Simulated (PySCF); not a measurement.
PySCF input for C3H8As, SMILES [CH2][As](C)C, multiplicity 2, TDA-PBE/def2-SVPD. Coordinates come from a PBE0-D3(BJ)/def2-SVP optimisation. The isomer is the one that the SMILES or the coordinates give; other isomers of the formula were not compared.

```python
import numpy as np
from pyscf import gto, scf, dft, tdscf

mol = gto.M(
    atom='''
    C     0.56382867   -1.67572656   -0.00000002
    As   -0.42716575   -0.05827000    0.00000000
    C     0.46567901    0.85557874    1.49427229
    C     0.46567901    0.85557877   -1.49427228
    H     0.69799733   -2.23541566    0.93150855
    H     0.69799732   -2.23541564   -0.93150859
    H     0.07861895    1.88200885    1.57057206
    H     0.23041754    0.32789174    2.42985433
    H     1.55564096    0.88067722    1.35443206
    H     0.23041753    0.32789179   -2.42985432
    H     1.55564096    0.88067724   -1.35443205
    H     0.07861895    1.88200889   -1.57057201
    ''',
    basis='def2-SVPD',
    charge=0,
    spin=1,
    max_memory=1600,
    verbose=4,
)
mf = dft.UKS(mol, xc='pbe').density_fit(auxbasis='def2-universal-jkfit')
mf.grids.level = 3
mf.conv_tol = 1e-9
mf.max_cycle = 100
mf.kernel()
fine, coarse = mf.grids, dft.Grids(mol).set(level=1).build(with_non0tab=True)
for _ in range(3):  # follow internal instabilities
    mf.grids = coarse
    mo, _, stable, _ = mf.stability(return_status=True, nroots=4)
    mf.grids = fine
    if stable:
        break
    mf.kernel(mf.make_rdm1(mo, mf.mo_occ))
mf.grids = dft.Grids(mol).set(level=1).build(with_non0tab=True)  # coarser grid for the response kernel
td = tdscf.TDA(mf)
td.nstates = 10
td.conv_tol = 1e-4
td.positive_eig_threshold = 1e-6
td.kernel(x0=td.get_init_guess(mf, 15))
td.analyze()
```

It prints:

```
PySCF version 2.14.0

[INPUT] verbose = 4
[INPUT] num. atoms = 12
[INPUT] num. electrons = 59
[INPUT] charge = 0
[INPUT] spin (= nelec alpha-beta = 2S) = 1
[INPUT] symmetry False subgroup None
[INPUT] Mole.unit = angstrom
[INPUT] Symbol           X                Y                Z      unit          X                Y                Z       unit  Magmom
[INPUT]  1 C      0.563828670000  -1.675726560000  -0.000000020000 AA    1.065481767478  -3.166664258060  -0.000000037795 Bohr   0.0
[INPUT]  2 As    -0.427165750000  -0.058270000000   0.000000000000 AA   -0.807226277294  -0.110114341278   0.000000000000 Bohr   0.0
[INPUT]  3 C      0.465679010000   0.855578740000   1.494272290000 AA    0.880005790859   1.616809496600   2.823765383627 Bohr   0.0
[INPUT]  4 C      0.465679010000   0.855578770000  -1.494272280000 AA    0.880005790859   1.616809553292  -2.823765364729 Bohr   0.0
[INPUT]  5 H      0.697997330000  -2.235415660000   0.931508550000 AA    1.319023789378  -4.224323371964   1.760296042191 Bohr   0.0
[INPUT]  6 H      0.697997320000  -2.235415640000  -0.931508590000 AA    1.319023770480  -4.224323334169  -1.760296117780 Bohr   0.0
[INPUT]  7 H      0.078618950000   1.882008850000   1.570572060000 AA    0.148568283701   3.556481290508   2.967951052294 Bohr   0.0
[INPUT]  8 H      0.230417540000   0.327891740000   2.429854330000 AA    0.435426044896   0.619625587107   4.591759206289 Bohr   0.0
[INPUT]  9 H      1.555640960000   0.880677220000   1.354432060000 AA    2.939735362555   1.664238749943   2.559505647730 Bohr   0.0
[INPUT] 10 H      0.230417530000   0.327891790000  -2.429854320000 AA    0.435426025999   0.619625681593  -4.591759187391 Bohr   0.0
[INPUT] 11 H      1.555640960000   0.880677240000  -1.354432050000 AA    2.939735362555   1.664238787738  -2.559505628833 Bohr   0.0
[INPUT] 12 H      0.078618950000   1.882008890000  -1.570572010000 AA    0.148568283701   3.556481366097  -2.967950957808 Bohr   0.0

nuclear repulsion = 278.547068244802
number of shells = 70
number of NR pGTOs = 250
number of NR cGTOs = 162
basis = def2-SVPD
ecp = {}


[settings echo left out]
init E= -2353.24486398441
  alpha nocc = 30  HOMO = -0.211275395983562  LUMO = -0.0475342232027764
  beta  nocc = 29  HOMO = -0.296287433367739  LUMO = -0.21127539598356

WARN: HOMO -0.211275395983562 >= LUMO -0.21127539598356

cycle= 1 E= -2353.98256410452  delta_E= -0.738  |g|= 0.442  |ddm|= 3.24
  alpha nocc = 30  HOMO = -0.0738864416003153  LUMO = 0.025714451663513
  beta  nocc = 29  HOMO = -0.182975163859706  LUMO = -0.0332481268197187
  HOMO = -0.0738864416003  LUMO = -0.0332481268197  gap/eV = 1.10582
cycle= 2 E= -2353.78952952029  delta_E= 0.193  |g|= 0.732  |ddm|= 1.34
  alpha nocc = 30  HOMO = -0.158889965321778  LUMO = 0.00707316916299562
  beta  nocc = 29  HOMO = -0.210400991718707  LUMO = -0.112494083990856
  HOMO = -0.158889965322  LUMO = -0.112494083991  gap/eV = 1.26250
cycle= 3 E= -2354.07362553296  delta_E= -0.284  |g|= 0.0795  |ddm|= 0.99
  alpha nocc = 30  HOMO = -0.157258705791099  LUMO = -0.000323515198046742
  beta  nocc = 29  HOMO = -0.219027716617095  LUMO = -0.104210506958581
  HOMO = -0.157258705791  LUMO = -0.104210506959  gap/eV = 1.44352
cycle= 4 E= -2354.07674612521  delta_E= -0.00312  |g|= 0.0535  |ddm|= 0.201
  alpha nocc = 30  HOMO = -0.162711978137376  LUMO = 0.00141279148168305
  beta  nocc = 29  HOMO = -0.218581320968986  LUMO = -0.107621228023806
  HOMO = -0.162711978137  LUMO = -0.107621228024  gap/eV = 1.49910
cycle= 5 E= -2354.07845700221  delta_E= -0.00171  |g|= 0.0166  |ddm|= 0.0931
  alpha nocc = 30  HOMO = -0.161663219398528  LUMO = 0.00221192787466684
  beta  nocc = 29  HOMO = -0.216608763719183  LUMO = -0.105017417302705
  HOMO = -0.161663219399  LUMO = -0.105017417303  gap/eV = 1.54141
cycle= 6 E= -2354.07863048486  delta_E= -0.000173  |g|= 0.00386  |ddm|= 0.0286
  alpha nocc = 30  HOMO = -0.162479043690434  LUMO = 0.00185842003653036
  beta  nocc = 29  HOMO = -0.217170861524139  LUMO = -0.105286600310444
  HOMO = -0.16247904369  LUMO = -0.10528660031  gap/eV = 1.55629
cycle= 7 E= -2354.07863906679  delta_E= -8.58e-06  |g|= 0.00179  |ddm|= 0.00902
  alpha nocc = 30  HOMO = -0.162283070369964  LUMO = 0.00204801639797747
  beta  nocc = 29  HOMO = -0.216795869947754  LUMO = -0.104841534965754
  HOMO = -0.16228307037  LUMO = -0.104841534966  gap/eV = 1.56306
cycle= 8 E= -2354.07864063271  delta_E= -1.57e-06  |g|= 0.000442  |ddm|= 0.00414
  alpha nocc = 30  HOMO = -0.162381469762993  LUMO = 0.00201515598084168
  beta  nocc = 29  HOMO = -0.216889916336968  LUMO = -0.104900225202248
  HOMO = -0.162381469763  LUMO = -0.104900225202  gap/eV = 1.56414
cycle= 9 E= -2354.07864074698  delta_E= -1.14e-07  |g|= 6.13e-05  |ddm|= 0.00111
  alpha nocc = 30  HOMO = -0.162376504369277  LUMO = 0.00202074228584648
  beta  nocc = 29  HOMO = -0.216877211423089  LUMO = -0.10489430627369
  HOMO = -0.162376504369  LUMO = -0.104894306274  gap/eV = 1.56417
cycle= 10 E= -2354.07864075059  delta_E= -3.61e-09  |g|= 2.72e-05  |ddm|= 0.000233
  alpha nocc = 30  HOMO = -0.162374084449289  LUMO = 0.00202098325828537
  beta  nocc = 29  HOMO = -0.216877074494973  LUMO = -0.104892149867871
  HOMO = -0.162374084449  LUMO = -0.104892149868  gap/eV = 1.56416
cycle= 11 E= -2354.07864075107  delta_E= -4.81e-10  |g|= 1.46e-05  |ddm|= 7.11e-05
  alpha nocc = 30  HOMO = -0.162377280589972  LUMO = 0.00201974859860066
  beta  nocc = 29  HOMO = -0.216878612959846  LUMO = -0.104895888709797
  HOMO = -0.16237728059  LUMO = -0.10489588871  gap/eV = 1.56415
Extra cycle  E= -2354.07864075093  delta_E= 1.36e-10  |g|= 2.14e-05  |ddm|= 4.68e-05
converged SCF energy = -2354.07864075093  <S^2> = 0.75419001  2S+1 = 2.0041856
tot grids = 42648
uhf_internal: lowest eigs of H = [0.97702618 0.98306529 0.99046302 0.99610268]
<class 'pyscf.df.df_jk.DFUKS'> wavefunction is stable in the internal stability analysis
tot grids = 42648
Overwritten attributes  positive_eig_threshold  of <class 'pyscf.tdscf.uks.TDA'>


******** <class 'pyscf.tdscf.uks.TDA'> for <class 'pyscf.df.df_jk.DFUKS'> ********
nstates = 10
deg_eia_thresh = 1.000e-03
wfnsym = None
conv_tol = 0.0001
eigh lindep = 1e-12
eigh level_shift = 0
eigh max_cycle = 100


Excitation energies (eV)
[3.32861829 4.41167662 4.55056041 4.73480832 4.88609253 5.06399741
 5.47373449 5.7134451  5.95799829 5.97550459]

** Excitation energies and oscillator strengths **
Excited State   1:      3.32862 eV    372.48 nm  f=0.0468
      30a ->   33a      0.15793
      29b ->   30b     -0.96759
Excited State   2:      4.41168 eV    281.04 nm  f=0.0205
      30a ->   31a     -0.97548
      28b ->   30b      0.10880
      29b ->   31b     -0.16911
Excited State   3:      4.55056 eV    272.46 nm  f=0.0132
      30a ->   32a     -0.98243
      30a ->   33a     -0.11531
      27b ->   30b     -0.13111
Excited State   4:      4.73481 eV    261.86 nm  f=0.0235
      30a ->   33a      0.88885
      27b ->   30b     -0.42328
      29b ->   30b      0.11408
Excited State   5:      4.88609 eV    253.75 nm  f=0.0119
      28b ->   30b     -0.98758
Excited State   6:      5.06400 eV    244.83 nm  f=0.0371
      30a ->   32a     -0.15646
      30a ->   33a      0.38459
      30a ->   37a      0.12720
      27b ->   30b      0.87935
Excited State   7:      5.47373 eV    226.51 nm  f=0.0397
      30a ->   34a     -0.99265
Excited State   8:      5.71345 eV    217.00 nm  f=0.0161
      29a ->   31a     -0.25263
      30a ->   31a     -0.11066
      30a ->   35a     -0.73029
      29b ->   31b      0.61245
Excited State   9:      5.95800 eV    208.10 nm  f=0.0057
      29a ->   31a      0.40044
      30a ->   31a      0.10671
      30a ->   35a     -0.66731
      29b ->   31b     -0.59921
Excited State  10:      5.97550 eV    207.49 nm  f=0.0192
      30a ->   36a      0.92068
      30a ->   37a      0.22269
      29b ->   33b     -0.27114

** Transition electric dipole moments (AU) **
state          X           Y           Z        Dip. S.      Osc.
  1        -0.3881      0.6505      0.0000      0.5738      0.0468
  2        -0.0000     -0.0000      0.4359      0.1900      0.0205
  3        -0.1530     -0.3078     -0.0000      0.1181      0.0132
  4         0.2960     -0.3394     -0.0000      0.2028      0.0235
  5         0.0000     -0.0000      0.3159      0.0998      0.0119
  6         0.1361     -0.5297     -0.0000      0.2991      0.0371
  7         0.5354      0.0960      0.0000      0.2958      0.0397
  8        -0.0000     -0.0000      0.3391      0.1150      0.0161
  9        -0.0000      0.0000     -0.1970      0.0388      0.0057
 10        -0.3561      0.0677      0.0000      0.1314      0.0192

** Transition velocity dipole moments (imaginary part, AU) **
state          X           Y           Z        Dip. S.      Osc.
  1         0.0685     -0.0078     -0.0000      0.0048      0.0259
  2        -0.0000     -0.0000      0.0297      0.0009      0.0036
  3        -0.0290     -0.0354     -0.0000      0.0021      0.0084
  4         0.0317      0.0036     -0.0000      0.0010      0.0039
  5         0.0000     -0.0000      0.0321      0.0010      0.0038
  6         0.0345     -0.0260     -0.0000      0.0019      0.0067
  7         0.1186      0.0061      0.0000      0.0141      0.0467
  8        -0.0000     -0.0000      0.0476      0.0023      0.0072
  9        -0.0000      0.0000     -0.0059      0.0000      0.0001
 10        -0.0305      0.0086      0.0000      0.0010      0.0031

** Transition magnetic dipole moments (imaginary part, AU) **
state          X           Y           Z
  1        -0.0000     -0.0000     -0.1227
  2        -0.1218     -0.3895      0.0000
  3         0.0000      0.0000      0.3373
  4        -0.0000      0.0000     -0.2880
  5         0.1325     -0.4443     -0.0000
  6        -0.0000      0.0000     -0.9689
  7         0.0000     -0.0000      0.1914
  8         0.1436     -0.1923     -0.0000
  9         0.0836      0.3596      0.0000
 10        -0.0000     -0.0000      0.1675
```

The calculation finished and met its thresholds.
